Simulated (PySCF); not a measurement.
Exercise with solution: oscillator strength and radiative lifetime

InH2Br, SMILES [Br][InH2].

Coordinates come from a PBE0-D3(BJ)/def2-TZVP optimisation. The def2 effective core potentials stand for the cores of In; spin–orbit coupling is left out.

TDA-LC-ωPBE/def2-SVPD in PySCF puts the first singlet state with f over 0.02 at 6.24 eV (vertical), with the transition dipole (0.000, 0.000, 0.386) in atomic units.

Find the oscillator strength, the wavelength and the radiative lifetime that this transition would have in vacuum if emission retraced absorption.


|μ|² = 0.1490 au, so |μ| = 0.98 D. ΔE = 6.24/27.211 = 0.2293 hartree. f = (2/3) ΔE |μ|² = 0.023 (the program prints 0.023).
λ = 1239.84/6.24 = 199 nm; ν = 50329 cm⁻¹.
Einstein's coefficient A = 0.6670 ν² f s⁻¹ (ν in cm⁻¹) = 3.8e7 s⁻¹, so τ = 1/A = 26 ns. This state is S3; the lower singlets have f = 0.000, 0.008. The figure is the radiative limit of this one transition; relaxation, internal conversion, crossing to triplets and a medium change what is measured.
